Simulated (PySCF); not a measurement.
# 2 AsH₃⁺ → AsH₂⁺ + AsH₄⁺

Level: PBE0 in the def2-TZVP basis family, all electrons, no relativity, computed in PySCF with density fitting; open shells unrestricted.

| species | state and structure | E (Eh) | ZPE (kJ/mol) | H(298 K) − H(0) (kJ/mol) | S° (J/(mol K)) |
| --- | --- | --- | --- | --- | --- |
| AsH₃⁺ | doublet, C3v, As–H 1.497 Å (×3); H–As–H 112.5° (×3) | -2237.03093 | 57.2 | 10.5 | 229.1 |
| AsH₂⁺ | singlet, C2v, As–H 1.530 Å (×2); H–As–H 91.0° | -2236.41149 | 32.7 | 10.0 | 219.6 |
| AsH₄⁺ | singlet, Td, As–H 1.490 Å (×4) | -2237.68136 | 84.9 | 10.6 | 216.2 |

Q: What is the electronic reaction energy?

A: At PBE0/def2-TZVP, ΔE = -81.4 kJ/mol from the differences of the total energies times 2625.5, downhill. The bond broken in AsH₃⁺ is weaker than the one that a second molecule gains.

Q: Add zero-point, thermal and entropy terms for 298.15 K and 1 bar.

A: ΔZPE = 3.2 and Δ[H(298) − H(0)] = -0.4 kJ/mol give ΔH° = -78.6 kJ/mol. ΔS° = -22.4 J/(mol K), so ΔG° = -78.6 − 298.15 × (-0.0224) = -72 kJ/mol and log₁₀K = 12.6.

Only the bonding shown was studied: isomers, or loss of a ligand pair, can lie lower.
